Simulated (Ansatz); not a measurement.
Species: [Ga(H)3(pyridine)] (charge 0, multiplicity 1), formula C5H8GaN.

**Question.** How many basis functions does frozen-core CCSD(T)/cc-pVTZ // PBE0-D3(BJ)/def2-SVP (Ansatz, an electronic-structure program) use, how many core orbitals are frozen, and how many electrons are correlated?

**Answer.** 335 basis functions and 15 frozen orbitals, which leaves 46 correlated electrons (filled d shells below the valence shell are correlated). Core time is of the order of hours.
